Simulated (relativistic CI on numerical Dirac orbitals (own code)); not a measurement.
Slater and spin-orbit integrals, Hg LIII

Computed by Dirac-Coulomb-Breit CI, KLI orbitals optimised for each configuration, QED by a radiative potential, unscaled Slater integrals (own radial code, finite nucleus).

Slater integrals F^k, G^k are unscaled and averaged over j, outside the closed core [Ne]; ζ comes from projecting the Hamiltonian with its Breit term on Σ l·s of the shell.

- 3s2 3p6 3d9 4s: ζ(3d) = 312030, G^2(3d,4s) = 68410 cm⁻¹; <r>(3d) = 0.1586, <r^2>(3d) = 0.02924, <r>(4s) = 0.3456, <r^2>(4s) = 0.1346 (bohr units).
- 3s2 3p6 3d9 4p: ζ(3d) = 312070, F^2(3d,4p) = 208790, G^1(3d,4p) = 66992, G^3(3d,4p) = 68260, ζ(4p) = 841770 cm⁻¹; <r>(3d) = 0.1586, <r^2>(3d) = 0.02925, <r>(4p) = 0.3536, <r^2>(4p) = 0.1419 (bohr units).
- 3s2 3p6 3d9 4d: ζ(3d) = 311950, F^2(3d,4d) = 224370, F^4(3d,4d) = 115090, G^0(3d,4d) = 70056, G^2(3d,4d) = 90971, G^4(3d,4d) = 72349, ζ(4d) = 107390 cm⁻¹; <r>(3d) = 0.1587, <r^2>(3d) = 0.02926, <r>(4d) = 0.3476, <r^2>(4d) = 0.1384 (bohr units).

Averages of the first 10 configurations, taken without configuration mixing, which lowers the lowest level and can move excited configurations by several eV; other configurations of the list can lie among them:

| Configuration | Parity | States | Average energy above the lowest level (eV) |
| --- | --- | --- | --- |
| 3s2 3p6 3d10 | even | 1 | 0.2 |
| 3s2 3p6 3d9 4s | even | 20 | 1959.5 |
| 3s2 3p6 3d9 4p | odd | 60 | 2175.6 |
| 3s2 3p6 3d9 4d | even | 100 | 2415.3 |
| 3s2 3p5 3d10 4s | odd | 12 | 2599.3 |
| 3s2 3p6 3d9 4f | odd | 140 | 2610.0 |
| 3s2 3p5 3d10 4p | even | 36 | 2815.8 |
| 3s2 3p6 3d8 4s2 | even | 45 | 3961.0 |
| 3s2 3p5 3d10 4d | odd | 60 | 3054.6 |
| 3s2 3p6 3d8 4s 4p | odd | 540 | 4169.7 |
